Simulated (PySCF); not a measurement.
A structure optimised at PBE-D3(BJ)/def2-SVP, used in a PySCF frequency run:

```xyz
9

C     -1.6475    -1.3411     0.1576
Si    -0.2007    -0.1690     0.0232
S      1.5997    -1.0769    -0.7142
Cl    -0.6261     1.3266    -1.3488
Cl     0.1109     0.6920     1.8932
H     -1.4227    -2.1488     0.8828
H     -2.5466    -0.7952     0.5066
H     -1.8579    -1.7949    -0.8309
H      1.6858    -1.9346     0.3436
```
Charge 0, spin multiplicity 1.

### Question
Write its SMILES and formula.

### Answer
C[Si](S)(Cl)Cl, CH4Cl2SSi

### Question
What are its rotational constants (standard atomic weights)?

### Answer
1.7183, 1.6313, 1.2404 GHz
